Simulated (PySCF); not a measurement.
Unknowns

[PySCF 2.14.0 with density-fitted response routines: GFN2-xTB geometry; shieldings: GIAO PBE0/pcSseg-1; single conformer; rapidly exchanging positions averaged; in vacuum; no relativistic terms]

Referencing at the same level of theory: 1H (σref 31.72) and 13C (σref 186.93) vs TMS. Where no couplings were computed, multiplicities follow the n + 1 count of equivalent neighbours, and m marks all less simple cases (inequivalent or close neighbours, rings, F or P nearby). Shifts are as computed. Against solution values, carbons near 30 ppm lie about +3 ppm off and those near 130 ppm about +5 ppm. Of 1211 compounds with measured shifts, 218 miss one by over three times the rms of a fit or turn the order of signals round; such compounds aren't used in these exercises.

Task: C6H7N3. 1H NMR (400 MHz, computed): δ 3.89 (s, 3H), 2.49 (s, 1H), 2.48 (s, 3H). 13C{1H} NMR (computed): δ 155.8 (C), 149.0 (C), 85.5 (CH), 81.0 (C), 36.0 (CH3), 13.9 (CH3). Identify the compound.

Result: `C#Cc1nc(C)n(C)n1`. Rings plus π bonds: 5 (1 ring in the answer). 6 carbon signals for 6 carbons: no two carbons are equivalent. Carbon types of the structure: 3 × C, 1 × CH, 2 × CH3, which accounts for all hydrogens. δC 155.8, 149.0: substituted aromatic carbon next to a ring nitrogen. δC 85.5: terminal alkyne carbon; the triple bond shields along its axis, which puts it between sp3 and sp2 carbons. δC 81.0: alkyne carbon; the triple bond shields along its axis, which puts it between sp3 and sp2 carbons. δC 36.0: methyl carbon bonded to N; pulled downfield by the heteroatom.

This is the structure that produced the data.

Task: C6H7N3. 1H NMR (600 MHz, computed): δ 7.67 (s, 1H), 5.20 (d, 2H), 2.62 (s, 3H), 1.91 (t, 1H). 13C{1H} NMR (computed): δ 149.2 (C), 127.4 (CH), 83.5 (C), 81.9 (CH), 40.6 (CH2), 13.3 (CH3). Give a structure.

Result: `C#CCn1cc(C)nn1`. Rings plus π bonds: 5 (1 ring in the answer). 6 carbon signals for 6 carbons: no two carbons are equivalent. Carbon types of the structure: 2 × C, 2 × CH, 1 × CH2, 1 × CH3, which accounts for all hydrogens. δC 149.2: substituted aromatic carbon next to a ring nitrogen. δC 127.4: aromatic CH next to a ring nitrogen. δC 83.5: alkyne carbon; the triple bond shields along its axis, which puts it between sp3 and sp2 carbons. δC 81.9: terminal alkyne carbon; sp carbons lie upfield of alkene carbons because the cylindrical π system leaves one tensor component strongly shielded.

The shifts were computed for this structure.

Task: C6H7N3. 1H NMR (600 MHz, computed): δ 8.33 (s, 1H), 7.56 (m, 1H), 6.98 (m, 1H), 6.51 (m, 1H), 6.02 (m, 1H), 5.64 (m, 1H), 5.17 (m, 1H). 13C{1H} NMR (computed): δ 154.0 (C), 140.6 (CH), 131.9 (CH), 130.3 (CH2), 124.2 (CH), 105.1 (CH2). Identify the compound.

Result: `InChI=1S/C6H7N3/c1-3-6-8-7-5-9(6)4-2/h3-5H,1-2H2`. Rings plus π bonds: 5 (1 ring in the answer). 6 carbon signals for 6 carbons: no two carbons are equivalent. Carbon types of the structure: 1 × C, 3 × CH, 2 × CH2, which accounts for all hydrogens. δC 154.0: substituted aromatic carbon next to a ring nitrogen. δC 140.6: aromatic CH between two ring heteroatoms. δC 131.9, 124.2: alkene CH; the olefinic region. δC 130.3, 105.1: terminal =CH2 carbon; as expected for a trigonal carbon in a double bond.

The data come from this structure; uniqueness wasn't tested.
